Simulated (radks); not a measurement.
Question: Radial electron density D(r) = 4 pi r^2 rho(r) of an atom or ion with 55 electrons. All-electron calculation, Dirac Kohn-Sham, RPBE, spin-unpolarised, spherical densities, finite nucleus; Fermi nuclear charge, rms radius of each element as measured or else 0.836 A^(1/3) + 0.57 fm. Program: a radial shooting solver on a logarithmic mesh with Libxc functionals.

| r (bohr) | D(r) (e/bohr) |
|---|---|
| 0.002297 | 10.88 |
| 0.002632 | 13.39 |
| 0.003039 | 16.57 |
| 0.003482 | 20.14 |
| 0.003989 | 24.30 |
| 0.004607 | 29.36 |
| 0.005278 | 34.76 |
| 0.006096 | 41.05 |
| 0.006984 | 47.41 |
| 0.008001 | 53.96 |
| 0.009241 | 60.78 |
| 0.01059 | 66.72 |
| 0.01223 | 72.01 |
| 0.01401 | 75.61 |
| 0.01605 | 77.50 |
| 0.01853 | 77.49 |
| 0.02123 | 75.77 |
| 0.02452 | 72.77 |
| 0.0281 | 69.87 |
| 0.03219 | 68.17 |
| 0.03717 | 69.01 |
| 0.04259 | 73.03 |
| 0.04919 | 80.44 |
| 0.05635 | 88.88 |
| 0.06456 | 96.23 |
| 0.07456 | 99.88 |
| 0.08542 | 97.73 |
| 0.09787 | 90.64 |
| 0.113 | 81.06 |
| 0.1295 | 74.53 |
| 0.1495 | 73.89 |
| 0.1713 | 78.90 |
| 0.1963 | 84.90 |
| 0.2267 | 85.55 |
| 0.2597 | 76.87 |
| 0.2999 | 59.86 |
| 0.3436 | 43.26 |
| 0.3937 | 32.98 |
| 0.4547 | 31.30 |
| 0.5209 | 34.60 |
| 0.6016 | 36.56 |
| 0.6893 | 33.38 |
| 0.7897 | 26.26 |
| 0.912 | 18.15 |
| 1.045 | 12.74 |
| 1.207 | 9.860 |
| 1.382 | 8.583 |
| 1.584 | 7.358 |
| 1.829 | 5.547 |
| 2.096 | 3.615 |
| 2.42 | 1.894 |
| 2.773 | 0.8524 |
| 3.177 | 0.3195 |
| 3.669 | 0.08901 |
| 4.203 | 0.02031 |
| 4.854 | 0.003106 |
| 5.561 | 0.0003833 |

What is the nuclear charge?

Answer: Z = 58. The innermost maximum, from 1s, lies near gamma/Z bohr with gamma = sqrt(1 - (Z/c)^2) = 0.906, here 0.0156 bohr (found: 0.0172), and its height grows with Z. The density is that of the cerium ion Ce3+ in [Xe] 4f1; the configuration itself is not fixed sharply by these data, and Z only to a few units. D(r) has 4 maxima, at r = 0.0172, 0.0758, 0.214, 0.592 bohr, and minima at 0.0332, 0.141, 0.433 bohr, inside which lie 2.01, 11.23, 28.97 electrons.
